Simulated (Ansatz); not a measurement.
Basis-set extrapolation for `C=C([SiH3])[NH][AlH2]` (PBE0-D4/def2-TZVP geometry, frozen core, the Gaussian-basis code of Ansatz). Multiplicity 1, RHF reference.

|  | def2-TZVPP | def2-QZVPP |
| --- | --- | --- |
| HF | -665.759718 | -665.782245 |
| MP2 correlation | -0.744586 | -0.795105 |
| CCSD(T) correlation | -0.832186 | not run |

Energies in hartree. Use E(X) = E(∞) + A·exp(−7.88·√X) for Hartree–Fock and E(X) = E(∞) + B·X^(−2.97) for correlation, with X = 3 and 4, and add CCSD(T) minus MP2 of the smaller set to the MP2 limit.

Problem. What is the CCSD(T) energy at the basis-set limit?

Solution. HF limit: -665.782245 + (-0.022527) × 0.13774 = -665.78535. MP2 limit: -0.795105 + (-0.050519) × 0.74074 = -0.83253. Higher-order term: -0.832186 − (-0.744586) = -0.08760. Total: -666.70548 hartree, 298.2 kJ/mol below CCSD(T)/def2-TZVPP.
